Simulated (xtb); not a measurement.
Input file for xtb: GFN-FF on C2H4F2 (SMILES FCCF).

```
$ xtb mol.xyz --gfnff --sp --chrg 0 --uhf 0
8

F     -1.36948145     0.88078681    -0.72149326
C     -0.74973112    -0.08332464     0.06982540
C      0.74975603     0.08328561    -0.06987151
F      1.36950835    -0.88041019     0.72195134
H     -1.06794176    -1.06892314    -0.27423152
H     -1.06532990     0.06401840     1.10410133
H      1.06550032    -0.06451559    -1.10403721
H      1.06781953     1.06908274     0.27375542
```

It printed:

```
[...]
           -------------------------------------------------
          |                Calculation Setup                |
           -------------------------------------------------



          ==================== Thresholds ====================
          CN  :   150.00000
          rep :   500.00000
          disp:  2500.00000
          HB1 :   250.00000
          HB2 :   450.00000

          Pauling EN used:
          Z : 1  EN :  2.20
          Z : 6  EN :  2.55
          Z : 9  EN :  3.98
          electric field strengths (au): 0.000

           -------------------------------------------------
          |           Force Field Initialization            |
           -------------------------------------------------

          distances ...
          ----------------------------------------
          generating topology and atomic info file ...
          pair mat ...
          computing topology distances matrix with Floyd-Warshall algo ...
          making topology EEQ charges ...
          #fragments for EEQ constrain: 1
          ----------------------------------------
          generating topology and atomic info file ...
          pair mat ...
          computing topology distances matrix with Floyd-Warshall algo ...
          making topology EEQ charges ...
          #fragments for EEQ constrain: 1
          rings ...
          # BATM   18
          # H in HB   4

  atom   neighbors  erfCN metchar sp-hybrid imet pi  qest     coordinates
    1  F       1    0.98   0.00         0    0    0  -0.245   -2.587945    1.664446   -1.363425
    2  C       4    3.49   0.00         3    0    0   0.060   -1.416786   -0.157461    0.131951
    3  C       4    3.49   0.00         3    0    0   0.060    1.416834    0.157387   -0.132038
    4  F       1    0.98   0.00         0    0    0  -0.245    2.587996   -1.663734    1.364290
    5  H       1    0.97   0.00         0    0    0   0.093   -2.018117   -2.019972   -0.518222
    6  H       1    0.97   0.00         0    0    0   0.093   -2.013182    0.120977    2.086449
    7  H       1    0.97   0.00         0    0    0   0.093    2.013504   -0.121917   -2.086328
    8  H       1    0.97   0.00         0    0    0   0.093    2.017886    2.020274    0.517323

          #atoms :   8
          #bonds :   7
          #angl  :   12
          #tors  :   9
          #nmol  :   1
          #optfrag :   1
           -------------------------------------------------
          |                   G F N - F F                   |
          |          A general generic force-field          |
          |                  Version 1.0.3                  |
           -------------------------------------------------
          Number of HB bonds (bound hydrogen)     24
          Number of HB bonds (unbound hydrogen)   0
          Number of XB bonds                      0

 E+G (total)                   0 d,  0 h,  0 min,  0.000 sec
 distance/D3 list               ...        0 min,  0.000 sec (  0.731%)
 non bonded repulsion           ...        0 min,  0.000 sec ( 19.606%)
 dCN                            ...        0 min,  0.000 sec (  2.357%)
 EEQ energy and q               ...        0 min,  0.000 sec ( 12.824%)
 D3                             ...        0 min,  0.000 sec ( 11.523%)
 EEQ gradient                   ...        0 min,  0.000 sec (  9.212%)
 bonds                          ...        0 min,  0.000 sec (  8.344%)
 bend and torsion               ...        0 min,  0.000 sec ( 12.066%)
 bonded ATM                     ...        0 min,  0.000 sec (  4.895%)
 HB/XB (incl list setup)        ...        0 min,  0.000 sec ( 12.254%)

         :::::::::::::::::::::::::::::::::::::::::::::::::::::
Note: The following floating-point exceptions are signalling: IEEE_UNDERFLOW_FLAG IEEE_DENORMAL
normal termination of xtb
         ::                     SUMMARY                     ::
         :::::::::::::::::::::::::::::::::::::::::::::::::::::
         :: total energy              -1.023911841876 Eh    ::
         :: gradient norm              0.079027081725 Eh/a0 ::
         ::.................................................::
         :: bond energy               -1.025785588547 Eh    ::
         :: angle energy               0.000367372403 Eh    ::
         :: torsion energy             0.000003316724 Eh    ::
         :: repulsion energy           0.048170626913 Eh    ::
         :: electrostat energy        -0.046011411197 Eh    ::
         :: dispersion energy         -0.002022322482 Eh    ::
         :: HB energy                 -0.000000049803 Eh    ::
         :: XB energy                  0.000000000000 Eh    ::
         :: bonded atm energy          0.001366214112 Eh    ::
         :: external energy            0.000000000000 Eh    ::
         :: add. restraining           0.000000000000 Eh    ::
         :: total charge              -0.000000000000 e     ::
         :::::::::::::::::::::::::::::::::::::::::::::::::::::

           -------------------------------------------------
          |                Property Printout                |
           -------------------------------------------------

molecular dipole:
                 x           y           z       tot (Debye)
 q only:       -0.000      -0.000      -0.000       0.001

           -------------------------------------------------
          | TOTAL ENERGY               -1.023911841876 Eh   |
          | GRADIENT NORM               0.079027081725 Eh/α |
           -------------------------------------------------
########################################################################
[WARNING] Runtime exception occurred
-1- gfnff_setup: Could not read topology file.
########################################################################

------------------------------------------------------------------------
------------------------------------------------------------------------
 total:
 SCF:
```

The run finished.

Cost: very roughly 0.010 core-seconds.
